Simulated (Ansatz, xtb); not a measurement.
System: LaCl (charge 0, singlet). SMILES: [Cl][La]
Structure (B3LYP-D3(BJ)/def2-TZVP (Ansatz, a first-principles code) minimum search):
```xyz
2

La     0.0000     0.0000    -0.5861
Cl     0.0000     0.0000     1.9651
```
Charge 0, spin multiplicity 1.

Harmonic wavenumbers from GFN2-xTB (xtb, at its own minimum), cm⁻¹: 157.

**Question.** Give the harmonic wavenumbers at B3LYP-D3(BJ)/def2-TZVP (Ansatz, finite differences of forces, unscaled).

**Answer.** 336 cm⁻¹. Zero-point energy 0.5 kcal/mol.

**Question.** From these and the geometry, give the ideal-gas thermochemistry at 298.15 K and 1 atm (rigid rotor, harmonic oscillator).

**Answer.** Point group C∞v, rotational symmetry number 1. Rotational constants 2.749, 2.749 GHz. S(trans) 41.38, S(rot) 17.33, S(vib) 1.23, S(elec, spin only) 0.00, S 59.9 cal/(mol K). H(298) - H(0) 2.31 kcal/mol; G - E(el) -15.1 kcal/mol.
